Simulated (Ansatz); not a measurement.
Born–Oppenheimer molecular dynamics of BrCl3HIn (6 atoms, charge 0, multiplicity 1). It starts at the highest image of a converged band, a first-order saddle point between two minima.

All numbers below come from Ansatz, RHF/def2-SVP.

* ensemble: NVE (velocity Verlet)
* time step: 0.5 fs
* steps asked: 200
* starting velocities drawn for: 100 K
* seed: 10511

First frame:

```xyz
6
Properties=species:S:1:pos:R:3
In 0.020 -0.339 -0.057
Cl 0.020 0.057 2.448
Cl 2.053 0.202 -1.050
Cl -2.047 0.116 -1.022
Br 0.086 -2.813 1.071
H 0.059 -1.542 2.165
```

Question: How far do the bonds stretch over the last three quarters of this one trajectory? (Pairs bonded in most of those frames.)

Answer: 
```csv
bond,mean (Å),spread (Å),shortest,longest
In1–Cl2,2.359,0.054,2.29,2.47
In1–Cl3,2.332,0.021,2.31,2.37
In1–Cl4,2.338,0.016,2.31,2.36
In1–Br5,2.989,0.189,2.73,3.34
Br5–H6,1.427,0.057,1.34,1.52
```

Pairs bonded in part of these frames only: In1–Br5 91 %.

Mean temperature of the second half: 1086 K. The conserved energy stayed within 0.18 meV per atom of its start (net change 0.048 meV per atom), so the integration is sound. The kinetic energy rose, since the run started high on the potential surface and went downhill. It ends in pieces (BrH + Cl3In), so much of that is their flight and rotation, not heat. A run of 0.1 ps of so small a system gives no equilibrium averages. The orbitals stay closed-shell, which can raise the energy where a bond breaks towards radicals; this wasn't checked here.

The run took 8.6 min on 2 threads of Arm Neoverse V1, with other jobs on the host, peak memory 0.33 GiB.
